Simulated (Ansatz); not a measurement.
A CCSD(T) single point on C2H7NSi (`C1C[SiH2]N1`).

```yaml
crystal:
  periodic: [false, false, false]
  atoms:
    - {symbol: C, position_ang: [-0.842732, 0.047988, -0.700582]}
    - {symbol: C, position_ang: [0.093795, -1.076430, -0.177453]}
    - {symbol: Si, position_ang: [0.926415, 0.268765, 0.843798]}
    - {symbol: N, position_ang: [-0.392312, 1.135693, 0.172636]}
    - {symbol: H, position_ang: [-0.670253, 0.249775, -1.764931]}
    - {symbol: H, position_ang: [-1.905519, -0.187487, -0.571066]}
    - {symbol: H, position_ang: [0.685255, -1.560641, -0.952899]}
    - {symbol: H, position_ang: [-0.432621, -1.840399, 0.394088]}
    - {symbol: H, position_ang: [2.306376, 0.670974, 0.431679]}
    - {symbol: H, position_ang: [0.960837, 0.146168, 2.330052]}
    - {symbol: H, position_ang: [-0.664040, 2.088694, 0.015380]}
basis:
  gaussian: {orbitals: def2-SVP}
correlation: {method: ccsd_t}
```

```sh
$ ansatz run in.yaml --threads 2 --pin off --events-out ev --progress --plain --max-ram 4352MiB
```

The program prints (abridged):

```
Functional definition: HF
963 factors; integrals over basis functions are off by at most 1.5e-3 eV
mean field evaluation 1: about -11507.4413 eV, gradient 3.2e1 eV
mean field evaluation 2: about -11507.4441 eV, gradient 3.2e1 eV
mean field evaluation 4: about -11510.1597 eV, gradient 3.4e0 eV
mean field evaluation 8: about -11510.1953 eV, gradient 8.4e-5 eV
mean field -11510.19533274 eV, -422.9918765874 hartree, gradient 2.5e-6 eV, S^2 0.000000; 0 other end points of the search recorded, 0 dependent functions left out
8 core orbitals not correlated: weight in the atoms' cores, before any rotation towards them, 1.000 or more for the frozen orbitals, at most 0.000 for the correlated occupied ones
reference -11510.19533274 eV, -422.9918765874 hartree; 12, 12 occupied and 75, 75 virtual orbitals, 963 factors
second order -14.82488261 eV of doubles, -0.00000000 eV of singles
cycle   1  -15.66385446 eV  change   -8.4e-1 eV  update   8.2e-2
cycle   2  -16.10391234 eV  change   -4.4e-1 eV  update   2.4e-2
cycle   3  -16.16807457 eV  change   -6.4e-2 eV  update   9.6e-3
cycle   4  -16.16589874 eV  change    2.2e-3 eV  update   2.5e-3
cycle   5  -16.16640809 eV  change   -5.1e-4 eV  update   9.7e-4
cycle   6  -16.16633078 eV  change    7.7e-5 eV  update   2.9e-4
cycle   7  -16.16623306 eV  change    9.8e-5 eV  update   9.8e-5
cycle   8  -16.16623290 eV  change    1.7e-7 eV  update   3.4e-5
cycle   9  -16.16622916 eV  change    3.7e-6 eV  update   1.2e-5
perturbative correction -0.47965366 eV, -0.0176269467 hartree
Total energy: -11526.84121555 eV, -423.6036014980 hartree
```

It took 4.8 s on 2 threads of an Arm Neoverse V1 on a shared host, with 0.36 GiB of host memory at the peak.

MP2 recovers 89.1 % of the CCSD(T) correlation energy and the triples give 2.9 %; T1 = 0.0097.
